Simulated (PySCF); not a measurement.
CH7FOSi2, SMILES O[SiH2][SiH2]CF. Geometry optimised at PBE-D3(BJ)/def2-SVP. The structure was generated by enumeration, and PubChem lists no compound with its InChIKey, so it may never have been made. One conformer was computed; it need not be the lowest.

Q: Give the equilibrium geometry at PBE-D3(BJ)/def2-SVP (PySCF confirms it by a frequency run) as Cartesian coordinates in Å. (An estimate is asked for; the answer gives what the named calculation found.)

A: One answer among several that fit: 
```xyz
12

O     -1.6385     1.5267    -0.3103
Si    -1.6302     0.1756     0.7116
Si     0.6257    -0.4835     0.6749
C      1.2147    -0.3301    -1.1432
F      2.5703    -0.6287    -1.2575
H     -2.5065     1.9485    -0.4384
H     -2.5231    -0.9257     0.1839
H     -2.1225     0.5056     2.1016
H      0.7851    -1.9007     1.1571
H      1.4640     0.4155     1.5425
H      0.6281    -1.0143    -1.7989
H      1.0249     0.7076    -1.5008
```
Charge 0, spin multiplicity 1.
